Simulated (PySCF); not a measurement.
# Working with the constants of GaO

ROHF-CCSD(T) constants of GaO, ²Σ⁺ (doublet), unpaired electrons σ ↑ (PySCF, no relativity, basis sets Ga def2-TZVPP, O def2-TZVPP; masses 68.9256 and 15.9949 u):

- ωe: 759.5 cm⁻¹
- ωexe: 5.83 cm⁻¹
- Be: 0.44565 cm⁻¹
- αe: 0.00401 cm⁻¹
- D (centrifugal): 6.14e-07 cm⁻¹
- De to Ga + O: 4.13 eV

Give the vibrational terms G(v) and spacings up to v = 3.

G(v) = ωe(v+½) − ωexe(v+½)².

```csv
v,G(v) (cm⁻¹),G(v) − G(v−1),Bv (cm⁻¹)
0,378,,0.4436
1,1126,748,0.4396
2,1862,736,0.4356
3,2587,725,0.4316
```

How well does the Morse estimate ωe²/(4ωexe) reproduce De, and what is D0?

It gives 3.07 eV, 74 % of the computed De. D0 = De − G(0) = 4.13 − 0.05 = 4.08 eV.

Correlated steps freeze 10 core orbitals. Spin–orbit coupling is left out. The CCSD T1 diagnostic is raised, a sign that a single reference may not be enough here. The state is the lowest determinant that a PBE0 search found; another state may lie lower at other levels.
